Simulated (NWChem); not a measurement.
System: C₂H₈BNO; SMILES CNB(O)C

Here is an NWChem input.

```
start job
memory heap 200 mb stack 900 mb global 1100 mb
geometry units angstroms noautosym nocenter noautoz
  B      0.031545     0.519900     0.072505
  C     -0.778306     1.874373     0.006084
  H     -1.854015     1.745067    -0.187631
  H     -0.365932     2.524777    -0.782571
  H     -0.666919     2.429807     0.951688
  N     -0.623529    -0.724119    -0.108182
  C     -0.068003    -2.048504    -0.084063
  H     -1.620570    -0.697196    -0.278867
  H     -0.201137    -2.583760    -1.041311
  H     -0.502786    -2.678448     0.712618
  H      1.016458    -2.012037     0.104377
  O      1.380921     0.612019     0.310675
  H      1.828404    -0.237958     0.342161
end
basis spherical
  * library sto-3g
end
dft
  xc hfexch
  iterations 150
end
property
  shielding 11 1 2 3 4 6 7 8 9 11 12 13
end
task dft property
```

STO-3G and 3-21G are far too small for this property and stand as cheap habits. Structure relaxed at the PBE0/def2-SVP level. No frequency run checked for a minimum.

GIAO values for the isolated, static molecule; σ is the absolute isotropic shielding, δ = σ(reference) − σ with the isolated reference molecule computed at the same levels (13C: tetramethylsilane, 1H: tetramethylsilane, 15N: ammonia, 17O: water).

Atoms are numbered as in the input.

Predict the main results of this run. (Hartree-Fock/STO-3G, GIAO.) Quantities: δ H3 (rotor mean) (ppm); δ N6 (ppm); δ C7 (ppm); δ H8 (ppm); δ H9 (rotor mean) (ppm); δ O12 (ppm); δ H13 (ppm).


```
Property                 Value
-----------------------  -----
δ H3 (rotor mean) (ppm)   0.55
δ N6 (ppm)                19.3
δ C7 (ppm)                31.8
δ H8 (ppm)                1.29
δ H9 (rotor mean) (ppm)   1.44
δ O12 (ppm)               24.9
δ H13 (ppm)               1.85
```
